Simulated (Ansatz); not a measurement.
Calculated with Ansatz (gas phase, PBE0-D4/def2-TZVP geometries, no zero-point term in ΔE). CBS: MP2 limit from def2 TZ/QZ plus the TZ coupled-cluster correction, frozen cores. This one scheme is used for every species. DFT in def2-TZVPP. For Ge outer-core shells are correlated without core-valence functions, which leaves a few kJ/mol of doubt a bond. Scalar relativity is left out up to krypton. One conformer a species, not always the lowest.

Reaction (ligand exchange at a Ge–S bond): `C[S][GeH2][OH]` + `NCF` → `[OH][GeH2][NH]CF` + CH₃SH

`C[S][GeH2][OH]`:

Cartesian coordinates in Å:
```
C -0.015 1.034 1.390
S -0.959 -0.476 1.037
Ge 0.087 -1.180 -0.777
O -0.516 -0.427 -2.274
H -0.243 1.826 0.676
H 1.058 0.837 1.398
H -0.316 1.365 2.383
H -0.209 -2.668 -0.967
H 1.583 -0.841 -0.608
H -0.471 0.531 -2.258
```

`NCF`:

```xyz
7

N    -0.239   -0.418    0.752
C     0.215    0.003   -0.506
F     0.044    1.379   -0.737
H     0.264    0.013    1.515
H    -1.232   -0.280    0.878
H     1.285   -0.190   -0.606
H    -0.338   -0.507   -1.297
```

`[OH][GeH2][NH]CF`:

Z-matrix (Å, degrees):
```
Ge
N 1 1.845
O 1 1.777 2 111.6
H 1 1.529 2 109.4 3 115.6
H 1 1.538 2 104.9 3 -120.4
C 2 1.400 1 118.5 3 75.0
H 2 1.010 1 115.3 3 -63.6
H 3 0.962 1 110.9 2 -46.8
F 6 1.416 2 112.7 1 -62.8
H 6 1.092 2 111.7 1 178.3
H 6 1.093 2 110.8 1 54.8
```

CH₃SH:

Cartesian coordinates in Å:
```
C 0.042 0.450 0.191
S -0.417 -1.296 0.197
H 1.116 0.581 0.065
H -0.242 0.842 1.168
H -0.499 1.004 -0.575
H 0.000 -1.581 -1.046
```

| species | B2PLYP energy (Eh) |
| --- | --- |
| `C[S][GeH2][OH]` | -2591.65586 |
| `NCF` | -195.05722 |
| `[OH][GeH2][NH]CF` | -2348.14197 |
| CH₃SH | -438.55938 |

(1) Work out ΔE.

Largest T1 diagnostic among the species: 0.012.

Results:

(1) ΔE = (-2348.14197) + (-438.55938) − (-2591.65586) − (-195.05722) = 0.01173 Eh = +30.8 kJ/mol. CCSD(T)/CBS gives +30.0 kJ/mol.
